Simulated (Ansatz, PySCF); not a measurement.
Stretching the Si3–H4 bond in H4Si2 (SMILES [SiH][SiH3]) (multiplicity 1 held, fragments rigid). Energies count from the point at 1.489 Å.
Geometry at that point (charge 0, multiplicity 1):
```tsv
atom	x (Å)	y (Å)	z (Å)
Si	-0.0034	1.0372	0.8259
H	-0.4439	1.8615	-0.3774
Si	0.0292	-0.8910	-0.5979
H	0.9795	-0.6606	-1.7212
H	-1.3262	-1.1003	-1.1784
H	0.4294	-2.1475	0.0843
```

R- and RO- levels are restricted; in cc, def2 and unpolarised 6-31G sets they are followed outwards from rest. Unrestricted levels (U-) break spin symmetry where that is lower. Levels need not reach the same state.

Frozen-core correlation. Rows in 6-31G* carry no dispersion term and start afresh at each structure (6-31G* with six Cartesian d functions).

The values were computed with Ansatz (Gaussian orbitals); PySCF for 6-31G* rows. 

Energies in kcal/mol.

| R (Å) | U-HF/6-31G* | U-PBE/cc-pV(T+d)Z | R-B3LYP/cc-pV(T+d)Z | U-MP2/cc-pV(T+d)Z |
|---|---|---|---|---|
| 1.191 | 29.9 | 29.8 | 28.0 | 28.1 |
| 1.340 | 5.5 | 6.3 | 5.4 | 5.2 |
| 1.489 | 0.0 | 0.0 | 0.0 | 0.0 |
| 1.638 | 4.5 | 2.7 | 3.5 | 4.1 |
| 1.787 | 14.0 | 9.9 | 11.5 | 12.8 |
| 2.011 | 31.6 | 24.0 | 26.6 | 29.8 |
| 2.234 | 47.1 | 38.6 | 42.1 | 50.5 |
| 2.606 | 59.4 | 59.2 | 64.5 | 70.5 |
| 2.979 | 63.7 | 70.0 | 81.6 | 77.2 |
| 3.425 | 65.3 | 74.2 | 95.9 | 79.9 |
| 4.021 | 65.9 | 75.5 | 107.5 | 80.7 |
| 4.766 | 66.0 | 75.8 | 115.0 | 81.0 |

Doubts at one or more of the structures used: a spin-contaminated determinant (U-HF/6-31G*, U-PBE/cc-pV(T+d)Z, U-MP2/cc-pV(T+d)Z); a restricted determinant that unrestricted orbitals would lower (R-B3LYP/cc-pV(T+d)Z).

Ansatz is a quantum-chemistry and plane-wave program.
